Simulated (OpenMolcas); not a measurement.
An atom or ion with 21 electrons was computed by XMS-CASPT2, IPEA 0.25 Eh, imaginary shift 0.1 Eh with spin-orbit coupling (OpenMolcas, ANO-RCC-VTZP, DKH2). The lowest levels that the run gave, each within 12 % of the measured value where one is at hand:

| J | Parity | E (cm⁻¹) | g |
| --- | --- | --- | --- |
| 3/2 | even | 0.0 | 0.400 |
| 5/2 | even | 987 | 1.029 |
| 7/2 | even | 2290 | 1.238 |
| 9/2 | even | 3850 | 1.333 |
| 1/2 | even | 24350 | 2.635 |
| 3/2 | even | 24610 | 1.714 |
| 5/2 | even | 25910 | 1.600 |
| 7/2 | even | 27240 | 0.889 |
| 9/2 | even | 28460 | 1.105 |
| 3/2 | even | 34090 | 1.114 |
| 1/2 | even | 34640 | 0.701 |
| 9/2 | even | 37540 | 0.917 |

Q: Which ion is it, and what are the configurations and terms?

A: Ni7+ (Z = 28, charge +7; active space 3 electrons in 5 orbitals (3d)). J, parity and g give the terms where levels are pure, and mixed ones are named by the computed weights; the size of the splittings, set against known spectra of the 21-electron sequence, gives the charge. In order, with the measured energies in cm⁻¹ (Corliss and Sugar, J. Phys. Chem. Ref. Data 10, 197 (1981)): 3d³ ⁴F_3/2, 3d³ ⁴F_5/2 (1012), 3d³ ⁴F_7/2 (2184), 3d³ ⁴F_9/2 (3721), 3d³ ⁴P_1/2 (23261), 3d³ ⁴P_3/2 (23710), 3d³ ⁴P_5/2 (24669), 3d³ ²G_7/2, 3d³ ²G_9/2, 3d³ ²P_3/2 [52 %], 3d³ ²P_1/2, 3d³ ²H_9/2.

CASPT2 does not keep the components of a term degenerate, so their means are used; among the terms shown or strongly mixed into the levels shown the widest spread is 1500 cm-1 (3d³ ⁴F). The CASPT2 spread within a term exceeds the gap to the next term for 3d³ ²D(1) and 3d³ ²H, so the order of their levels is uncertain. Measured partners are found by configuration, term and J. A level has none where our copy of the source lacks it or the pairing is in doubt (some pairs that miss far off the trend of their configuration count as doubtful), and it then counts in no deviation. Only configurations of the active space appear.

A share in square brackets marks a mixed level and gives the weight of the term that names it. A number in round brackets counts repeated terms of one configuration in the order of the reference energies.
